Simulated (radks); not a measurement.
Results of a calculation; reference values are marked as such.
Task: Level of theory: non-relativistic Kohn-Sham, exchange-only LDA, spin-polarised, spherical densities, point nucleus (a radial shooting solver on a logarithmic mesh with Libxc functionals). Response by self-consistent Sternheimer equations with the Hartree and adiabatic exchange-only LDA kernel. Estimate the static dipole polarisabilities of Kr6+ ([Ar] 3d10 4s2) and Br5+ ([Ar] 3d10 4s2) and the C6 coefficients of the three pairs.

Result: alpha = 2.848 and 3.694 bohr^3; C6 = 5.486 (Kr6+-Kr6+), 6.710 (Kr6+-Br5+), 8.226 (Br5+-Br5+) hartree bohr^6.
